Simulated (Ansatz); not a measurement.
Molecule: C₂H₆FGa, charge 0, multiplicity 1. SMILES: [CH3][Ga]([F])[CH3]
Geometry: optimised at B3LYP-D3(BJ)/def2-TZVP (Ansatz, a quantum-chemistry and plane-wave program).

Quantity: atomisation energy (electronic, to ground-state atoms), in kJ/mol. Valence correlation only, unless marked. UHF or UKS for open shells. Spin-orbit coupling is left out. Frozen are the shells of the preceding noble gas and the d and f shells that filled before the atom's block. No relativistic terms. The coupled-cluster limit lacks core correlation, which all-electron functionals hold. CBS marks a two-point X^-3 extrapolation of the correlation energy; Hartree-Fock from the larger set.

```tsv
level	program	atomisation energy (kJ/mol)
HF/aug-cc-pVTZ	Ansatz	2702.9
```

### Question
What does CCSD(T)/CBS(aug-cc-pVTZ,aug-cc-pVQZ) (Ansatz) give?

### Answer
3591.5 kJ/mol, so HF/aug-cc-pVTZ differs from it by -888.6 kJ/mol.
